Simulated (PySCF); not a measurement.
Molecule: SMILES C[C@@H](Cl)C#CC(=O)[O-], [C5H4ClO2]-.

Cartesian coordinates in Å; atom numbers follow the order of the lines, from 1:
```xyz
12

C    -1.828   -0.522    0.569
C    -1.043    0.209   -0.507
Cl   -1.757    1.892   -0.675
C     0.364    0.284   -0.203
C     1.537    0.372    0.068
C     3.006    0.117    0.415
O     3.229   -1.095    0.512
O     3.733    1.099    0.546
H    -1.447   -1.539    0.652
H    -1.697   -0.027    1.529
H    -2.890   -0.551    0.326
H    -1.208   -0.240   -1.493
```

Total charge -1.

Frames of a GFN2-xTB Langevin trajectory at 300 K; GIAO PBE0/pcSseg-1 shieldings in PySCF 2.14, gas phase, non-relativistic; equivalent atoms averaged within each frame.

Shifts are taken against calculated references (same method and geometry level): ¹³C (σ = 186.93 ppm) and ¹H (σ = 31.72 ppm) against TMS; ³⁵Cl (σ = 949.78 ppm) against HCl; ¹⁷O (σ = 336.08 ppm) against H2O. The references are static minima.

How do the shifts (ppm) fluctuate along the trajectory?

Answers


```csv
time (fs),C6,C5,C4,C2,C1,Cl3,O7/O8,H12,H9/H10/H11
250,162.3,102.8,79.3,50.2,37.5,220,391.9,5.05,1.68
425,153.1,115.0,71.7,64.7,38.4,283,358.9,4.51,2.42
625,157.7,105.7,79.3,69.8,26.4,299,388.1,6.04,1.80
800,148.6,133.1,77.4,54.0,35.5,236,337.1,5.06,1.64
1000,154.8,111.0,75.6,69.1,28.9,315,367.2,5.01,1.45
mean of frames,155.3,113.5,76.7,61.5,33.4,271,368.6,5.13,1.80
standard deviation,5.1,11.9,3.2,9.0,5.3,41,22.4,0.56,0.37
```

5 frames give an uncertainty of the mean of about the standard deviation over 2.2 at best, since frames this close in time may not be independent; classical motion lacks zero-point vibration, and the reference would need the same averaging.
